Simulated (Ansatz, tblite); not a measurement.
Forces on the cluster Zr2P2 at its PBE-D4/def2-SVP geometry. Charge 0, multiplicity 1.

In the def2 sets Zr takes a core potential; there is no spin–orbit coupling. The xTB rows come from tblite. At PBE0-D4/def2-TZVP the restricted singlet is unstable: a solution with broken spin symmetry lies lower. The geometry of the singlet was relaxed on an unsound state (restricted singlet, unstable towards broken spin symmetry at other levels and untested here). At PBE0-D4/def2-TZVP a triplet of charge 0 lies 0.10 eV below the restricted singlet, each at its own geometry. The structure comes from a short search, and lower isomers may exist.

GFN1-xTB (tblite), largest force 3.88 eV/Å:

```xyz
4
positions Å, forces eV/Å
Zr   -0.367   -1.364    0.251   -0.929   -3.405    1.610
Zr    0.274    0.986   -1.006    0.887    3.237   -1.945
P    -1.678    0.651    0.359   -1.320    0.442    0.154
P     1.771   -0.272    0.395    1.361   -0.274    0.182
```

GFN2-xTB (tblite), largest force 7.13 eV/Å:

```
Zr -1.810 -6.700 1.621
Zr 1.427 5.147 -4.719
P -3.121 1.662 1.514
P 3.504 -0.109 1.584
```

PBE0-D4/def2-TZVP (Ansatz), largest force 0.59 eV/Å:

```
Zr 0.153 0.568 -0.084
Zr -0.110 -0.394 0.431
P 0.257 -0.162 -0.170
P -0.300 -0.012 -0.177
```
